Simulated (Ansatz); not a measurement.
Ansatz (an electronic-structure program) input (PBE0/def2-SVP):

Ansatz 0.2 input:
```yaml
crystal:
  periodic: [false, false, false]
  atoms:
    - {symbol: O, position_ang: [-0.04596900, 1.49346779, 0.38279652]}
    - {symbol: Si, position_ang: [-0.15841911, -0.10114394, 0.41353892]}
    - {symbol: O, position_ang: [-1.14874756, -0.83050406, -0.60805789]}
    - {symbol: O, position_ang: [1.34961999, -0.40909805, -0.54256170]}
    - {symbol: H, position_ang: [-0.35954450, 2.11110596, 1.05087825]}
    - {symbol: H, position_ang: [0.03402099, -0.74419213, 1.70758079]}
    - {symbol: H, position_ang: [-1.97071193, -1.28423363, -0.39676717]}
    - {symbol: H, position_ang: [1.31532628, -1.02760615, -1.29374562]}
    - {symbol: H, position_ang: [1.95954932, 0.33001564, -0.71490662]}
basis:
  gaussian:
    orbitals: def2-SVP
hamiltonian:
  xc: {name: PBE0}
total_charge: 1
```

Output:

```
Functional definition: PBE0
integrals: 0.03 GiB planned
915 factors; their error is unknown
0.15 GiB of the device are held for the grids
0.26 GiB of device memory are held for the factors and their scratch space
mean field: 0.22 GiB planned
mean field evaluation 1: about -14061.2933 eV, gradient 1.0e2 eV
mean field evaluation 2: about -14039.0392 eV, gradient 1.5e2 eV
mean field evaluation 4: about -14078.6761 eV, gradient 7.2e0 eV
mean field evaluation 8: about -14078.7602 eV, gradient 1.9e-2 eV
mean field evaluation 16: about -14078.8225 eV, gradient 2.2e-5 eV
mean field -14078.82245383 eV, -517.3871822096 hartree, gradient 2.2e-5 eV, S^2 0.000000; 0 other end points of the search recorded, 0 dependent functions left out
reference -14078.82247693 eV, -517.3871830587 hartree; 21, 21 occupied and 64, 64 virtual orbitals, 915 factors
Total energy: -14078.82247693 eV, -517.3871830587 hartree
```

It need not be the lowest isomer of its formula.
